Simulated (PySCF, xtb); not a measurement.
ReF₆, SMILES [F][Re+]([F])([F])([F])([F])[F], charge +1, multiplicity 1.

xtb 6.7.1 with GFN2-xTB at its own geometry gives an orbital gap of 3.24 eV.

Geometry optimised at B3LYP-D3(BJ)/def2-SVP. The multiplicity is an assumed one; no other spin state was optimised. The isomer is the one that the SMILES or the coordinates give; other isomers of the formula were not compared. The def2 effective core potentials stand for the cores of Re; spin–orbit coupling is left out.

Q: What does PySCF with PBE/def2-TZVP give? (An estimate is asked for; the answer gives what the named calculation found.)

A: gap 4.12 eV (levels -17.45 and -13.33 eV).
